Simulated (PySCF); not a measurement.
Compound: C6H9NOSi.
Cartesian coordinates in Å at the GFN2-xTB level; atoms count from 1:
```
atom  x, y, z in Å
N1    -2.9806   -0.4510   -0.5626
Si2   -2.4350    0.7103    0.5913
O3    -0.9137    1.1637    0.2379
C4     0.2566    0.5089    0.1068
C5     0.3569   -0.8738    0.2042
C6     1.5860   -1.4905    0.0593
C7     2.7235   -0.7404   -0.1863
C8     2.6257    0.6376   -0.2839
C9     1.4021    1.2629   -0.1377
H10   -2.7353   -0.3158   -1.5315
H11   -3.9234   -0.7964   -0.4953
H12   -2.5470    0.0275    1.8795
H13   -3.0420    2.0377    0.5682
H14   -0.5367   -1.4490    0.3899
H15    1.6534   -2.5659    0.1380
H16    3.6806   -1.2261   -0.3025
H17    3.5080    1.2305   -0.4757
H18    1.3121    2.3361   -0.2112
```

NICS is the negative of the GIAO shielding at a point without a nucleus: at the ring centre (0) and 1 Å above and below it (1); zz is the component along the ring normal. Level: GIAO PBE0/pcSseg-1 (PySCF, non-relativistic, gas phase) on the GFN2-xTB geometry, one conformer.

Ring bond lengths (Å), with Mayer bond orders in brackets: C4–C5 1.390 (1.41), C5–C6 1.383 (1.44), C6–C7 1.385 (1.44), C7–C8 1.385 (1.42), C8–C9 1.382 (1.45), C9–C4 1.393 (1.40).

Problem. What do the NICS probes read (ppm)?

Solution. 
| ring | type | NICS(0) | NICS(1), two faces | NICS(1)zz, two faces | rms pucker (Å) | centre to ring atoms, mean (Å) |
| --- | --- | --- | --- | --- | --- | --- |
| C4–C5–C6–C7–C8–C9 | 6-membered carbocycle; formal bonds all aromatic | -9.4 | -11.1 / -11.1 | -27.4 / -27.6 | 0.00 | 1.39 |

Problem. What do they say, and how far can they be read as aromaticity?

Solution. 
- C4–C5–C6–C7–C8–C9: mean NICS(1)zz -27.5 ppm, shielded, aromatic by this magnetic criterion (flat ring, no four-coordinate atom).

Problem. How equal are the bonds by HOMA? HOMA = 1 − mean of α(R − Ropt)² over the ring bonds, with Krygowski's 1993 parameters (CC: Ropt 1.388 Å, α 257.7 Å⁻²).

Solution. 
- C4–C5–C6–C7–C8–C9: HOMA 1.00 = 1 − EN − GEO, with mean bond length 1.386 Å, EN = α(Ropt − mean)² = 0.001 and GEO = α × variance = 0.004. The geometric and the magnetic index point the same way.

Problem. What field does 14.1 T along the ring normal induce along that normal at the second NICS(1) probe listed for ring C4–C5–C6–C7–C8–C9, 1 Å off the ring?

Solution. NICSzz × B0 = -27.6 ppm × 14.1 T = -389 μT, against the applied field.
